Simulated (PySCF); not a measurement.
Species: CH15NOSi5.
Numbering: `[OH:1][SiH2:2][Si@H:3]([SiH3:4])[N:5]([SiH3:6])[CH2:7][SiH3:8]` (hydrogens: H9 on O1; H10, H11 on Si2; H12 on Si3; H13, H14, H15 on Si4; H16, H17, H18 on Si6; H19, H20 on C7; H21, H22, H23 on Si8)

Cartesian coordinates in Å at the GFN2-xTB level; atoms count from 1:
```
atom  x, y, z in Å
O1    -1.8892    0.0900    2.0076
Si2   -2.3036    0.6452    0.5303
Si3   -0.8480   -0.2073   -1.0634
Si4   -1.2710   -2.3046   -1.9643
N5     0.7837   -0.2272   -0.3864
Si6    1.2927   -1.2931    0.8693
C7     1.7169    0.8263   -0.7626
Si8    1.5102    2.4563    0.2043
H9    -1.0014    0.1648    2.3443
H10   -3.6592    0.1053    0.4260
H11   -2.4092    2.1129    0.6138
H12   -0.7043    0.7772   -2.1666
H13   -2.2718   -2.2110   -3.0359
H14   -0.1333   -3.0179   -2.5592
H15   -1.8408   -3.2258   -0.9737
H16    0.2511   -2.3083    0.9856
H17    1.4474   -0.5784    2.1510
H18    2.5912   -1.8626    0.5004
H19    2.7366    0.4540   -0.6280
H20    1.6017    1.0261   -1.8322
H21    1.5715    2.1932    1.6451
H22    2.6056    3.3487   -0.1818
H23    0.2185    3.0634   -0.1218
```

Computed at PBE0/pcSseg-1 (PySCF, non-relativistic), with Q(17O) = −0.0256 b, Q(14N) = 0.02044 b: O1, 17O (I = 5/2): χzz = -9.022 MHz, η = 0.543; N5, 14N (I = 1): χzz = -4.133 MHz, η = 0.598.

Where would the pure quadrupole (NQR) lines of 17O at O1 fall for the rigid, isolated species?

From the eigenvalues of H = χ/[4I(2I − 1)] × [3Iz² − I(I + 1) + η(Ix² − Iy²)], steps between neighbouring levels, labelled as for η = 0: ±1/2↔±3/2 1.732 MHz, ±3/2↔±5/2 2.574 MHz (silanol oxygen).

Find the zero-field quadrupole resonance frequencies of 14N at N5.

From ν± = (3/4)|χ|(1 ± η/3) and ν0 = |χ|η/2: ν+ 3.718 MHz, ν− 2.482 MHz, ν0 1.236 MHz (nitrogen bridging silicon atoms).

In a crystal, neighbours and librations shift these lines. GFN2-xTB bond lengths can be off by several hundredths of an ångström, more for odd bonds, and the gradients follow them. These gradients aren't converged with respect to the basis.

One conformer stands for the species.
